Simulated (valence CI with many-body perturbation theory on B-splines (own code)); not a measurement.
## Energy levels of Tl74+

Level of theory: relativistic CI+MBPT: five valence electrons over a frozen Dirac-Fock core [He], a basis of 9 s, 9 p, 8 d, 6 f, 3 g, 1 h functions for each j, with the one-electron correlation potential Σ1, the two-electron term Σ2, the three-electron term Σ3, Breit, model QED; selected CI, second order for the rest (own B-spline code, finite nucleus).

The last digits are not significant, and no measured levels were compared; by estimate large intervals hold to a few tenths of a per cent, small ones and those within an open d or f shell to about a per cent. Among the levels kept, up to 3500 cm⁻¹ of a level comes from second order outside the variational space, and about a tenth of that is noise between levels of different J, which matters for small intervals.

Levels 1 to 45 of 50, with energies above the lowest level, (2s^2 2p1/2^2 2p3/2) J=3/2. "Leading %" is the weight of the configuration and term that name the level; weights of strongly mixed levels are sums over their largest components and can fall short. In the jj column 3d3/2^4 stands for four electrons in 3d with j = 3/2. Lifetimes count E1, E2, E3, M1 and M2 decay at the calculated energies, and are blank where another channel may lead or the interval is too uncertain; long ones can be off by a factor of two.

```
No.  Configuration  Term    J  E (eV)  Leading %                      Leading jj   Second component  Lifetime
  1         2s²2p³   ²P°  3/2       0         49      2s^2 2p1/2^2 2p3/2 (100 %)    27 % 2s²2p³ ²D°          
  2         2s²2p³   ⁴S°  3/2    2125         56      2s^2 2p1/2 2p3/2^2 (100 %)    44 % 2s²2p³ ²D°   11.4 ps
  3         2s²2p³   ²D°  5/2    2148        100      2s^2 2p1/2 2p3/2^2 (100 %)                      65.8 ps
  4         2s²2p³   ²P°  1/2    2210        100      2s^2 2p1/2 2p3/2^2 (100 %)                      21.0 ps
  5          2s2p⁴    ⁴P  5/2    2527         69      2s 2p1/2^2 2p3/2^2 (100 %)      31 % 2s2p⁴ ²D    137 fs
  6          2s2p⁴    ²S  1/2    2648         65      2s 2p1/2^2 2p3/2^2 (100 %)      25 % 2s2p⁴ ⁴P   38.8 fs
  7          2s2p⁴    ²P  3/2    2649         53      2s 2p1/2^2 2p3/2^2 (100 %)      34 % 2s2p⁴ ²D   20.6 fs
  8         2s²2p³   ²P°  3/2    4341         51             2s^2 2p3/2^3 (99 %)    28 % 2s²2p³ ²D°   3.44 ps
  9          2s2p⁴    ⁴P  3/2    4685         86        2s 2p1/2 2p3/2^3 (100 %)      10 % 2s2p⁴ ²D   42.1 fs
 10          2s2p⁴    ²D  5/2    4727         69        2s 2p1/2 2p3/2^3 (100 %)      31 % 2s2p⁴ ⁴P   42.3 fs
 11          2s2p⁴    ²P  1/2    4805         65        2s 2p1/2 2p3/2^3 (100 %)      35 % 2s2p⁴ ⁴P   17.0 fs
 12          2s2p⁴    ²D  3/2    4812         56        2s 2p1/2 2p3/2^3 (100 %)      43 % 2s2p⁴ ²P   17.2 fs
 13            2p⁵   ²P°  3/2    5254         99          2p1/2^2 2p3/2^3 (99 %)                      14.1 fs
 14          2s2p⁴    ⁴P  1/2    6952         41              2s 2p3/2^4 (100 %)      34 % 2s2p⁴ ²S   20.2 fs
 15            2p⁵   ²P°  1/2    7414        100           2p1/2 2p3/2^4 (100 %)                      10.5 fs
 16       2s²2p²3s    ⁴P  1/2   10552         46         2s^2 2p1/2^2 3s (100 %)   32 % 2s²2p²3s ²S   2.79 fs
 17       2s²2p²3p   ²P°  1/2   10674         47      2s^2 2p1/2^2 3p1/2 (100 %)  38 % 2s²2p²3p ⁴D°    198 fs
 18       2s²2p²3p   ²P°  3/2   11318         35      2s^2 2p1/2^2 3p3/2 (100 %)  19 % 2s²2p²3p ⁴D°    155 fs
 19       2s²2p²3d    ²D  3/2   11418         43      2s^2 2p1/2^2 3d3/2 (100 %)   32 % 2s²2p²3d ⁴F   2.65 fs
 20       2s²2p²3d    ²D  5/2   11588         37      2s^2 2p1/2^2 3d5/2 (100 %)   18 % 2s²2p²3d ⁴D    469 as
 21       2s²2p²3s    ⁴P  3/2   12698         88     2s^2 2p1/2 2p3/2 3s (100 %)   10 % 2s²2p²3s ²P   4.42 fs
 22       2s²2p²3s    ²P  1/2   12710         67     2s^2 2p1/2 2p3/2 3s (100 %)   33 % 2s²2p²3s ⁴P   2.01 fs
 23       2s²2p²3s    ²D  5/2   12718         65     2s^2 2p1/2 2p3/2 3s (100 %)   34 % 2s²2p²3s ⁴P   3.95 fs
 24       2s²2p²3s    ²D  3/2   12726         64     2s^2 2p1/2 2p3/2 3s (100 %)   35 % 2s²2p²3s ²P   2.13 fs
 25       2s²2p²3p   ⁴P°  1/2   12819         49  2s^2 2p1/2 2p3/2 3p1/2 (100 %)  28 % 2s²2p²3p ⁴D°    316 fs
 26       2s²2p²3p   ⁴D°  3/2   12825         55  2s^2 2p1/2 2p3/2 3p1/2 (100 %)  23 % 2s²2p²3p ²D°    265 fs
 27       2s²2p²3p   ²F°  5/2   12838         50  2s^2 2p1/2 2p3/2 3p1/2 (100 %)  30 % 2s²2p²3p ²D°    208 fs
 28       2s²2p²3p   ²P°  3/2   12888         43   2s^2 2p1/2 2p3/2 3p1/2 (99 %)  25 % 2s²2p²3p ²D°    138 fs
 29        2s2p³3s   ⁴P°  5/2   13054         49      2s 2p1/2^2 2p3/2 3s (99 %)   25 % 2s2p³3s ⁶S°   5.50 fs
 30        2s2p³3s   ²P°  3/2   13087         35      2s 2p1/2^2 2p3/2 3s (99 %)   23 % 2s2p³3s ⁴S°   2.36 fs
 31        2s2p³3s   ²P°  1/2   13163         43      2s 2p1/2^2 2p3/2 3s (99 %)   30 % 2s2p³3s ⁴D°   2.18 fs
 32        2s2p³3s   ²P°  3/2   13174         39      2s 2p1/2^2 2p3/2 3s (99 %)   20 % 2s2p³3s ⁴S°   4.66 fs
 33        2s2p³3p    ⁴P  3/2   13187         30  2s 2p1/2^2 2p3/2 3p1/2 (100 %)    20 % 2s2p³3p ⁶P   3.36 fs
 34        2s2p³3p    ²D  5/2   13187         27  2s 2p1/2^2 2p3/2 3p1/2 (100 %)    19 % 2s2p³3p ⁴D   1.31 fs
 35        2s2p³3p    ²P  1/2   13285         36  2s 2p1/2^2 2p3/2 3p1/2 (100 %)    19 % 2s2p³3p ⁴P   1.24 fs
 36        2s2p³3p    ²D  3/2   13286         36  2s 2p1/2^2 2p3/2 3p1/2 (100 %)    21 % 2s2p³3p ⁴F   1.88 fs
 37       2s²2p²3p   ⁴D°  5/2   13452         52  2s^2 2p1/2 2p3/2 3p3/2 (100 %)  34 % 2s²2p²3p ⁴P°    138 fs
 38       2s²2p²3p   ²P°  1/2   13456         37  2s^2 2p1/2 2p3/2 3p3/2 (100 %)  30 % 2s²2p²3p ⁴P°    107 fs
 39       2s²2p²3p   ²D°  3/2   13462         53  2s^2 2p1/2 2p3/2 3p3/2 (100 %)  19 % 2s²2p²3p ⁴P°    120 fs
 40       2s²2p²3p   ²F°  7/2   13468         65  2s^2 2p1/2 2p3/2 3p3/2 (100 %)  34 % 2s²2p²3p ⁴D°    125 fs
 41       2s²2p²3p   ⁴S°  3/2   13492         33   2s^2 2p1/2 2p3/2 3p3/2 (99 %)  28 % 2s²2p²3p ²P°    159 fs
 42       2s²2p²3p   ²D°  5/2   13501         67  2s^2 2p1/2 2p3/2 3p3/2 (100 %)  15 % 2s²2p²3p ²F°    127 fs
 43       2s²2p²3p   ²P°  1/2   13527         87  2s^2 2p1/2 2p3/2 3p3/2 (100 %)   8 % 2s²2p²3p ⁴D°   83.6 fs
 44       2s²2p²3d    ⁴F  3/2   13568         43  2s^2 2p1/2 2p3/2 3d3/2 (100 %)   26 % 2s²2p²3d ²P   1.32 fs
 45       2s²2p²3d    ⁴F  5/2   13568         52  2s^2 2p1/2 2p3/2 3d3/2 (100 %)   39 % 2s²2p²3d ²F   3.62 fs
```

The ionisation energy to 2s²2p² ³P0 of the next ion comes out as 20215 eV (NIST: 20210 ± 90 eV (theoretical)). All 50 levels together are meant to be complete up to 13690 eV.
